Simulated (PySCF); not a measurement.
Job for PySCF: R-M06-2X/def2-TZVPP on CH5GaO (SMILES [CH3][GaH][OH]), a point of a torsion scan.

```python
from pyscf import gto, dft

mol = gto.M(
    atom='''
    C    -1.28344531   -0.22732545    0.01258221
    Ga    0.32041641    0.97690448    0.33117149
    O     0.91723322    2.00034075   -0.89174792
    H    -1.20485687   -0.64502910   -0.99378597
    H    -2.20136531    0.36179160    0.06158389
    H    -1.35718240   -1.03969978    0.73351691
    H     1.22037188    1.19666438    1.57161324
    H     1.01454180    2.45012320   -1.72309057
    ''',
    basis='def2-tzvpp',
    charge=0, spin=0, verbose=4, max_memory=1800)
mf = dft.RKS(mol, xc='m062x').density_fit(auxbasis='def2-universal-jkfit')
mf.grids.level = 4
mf.conv_tol = 1e-9
mf.max_cycle = 150
mf.kernel()
mf.dip_moment()
```

### Question
Give the final energy of this run.

### Answer
-2041.1986 hartree.
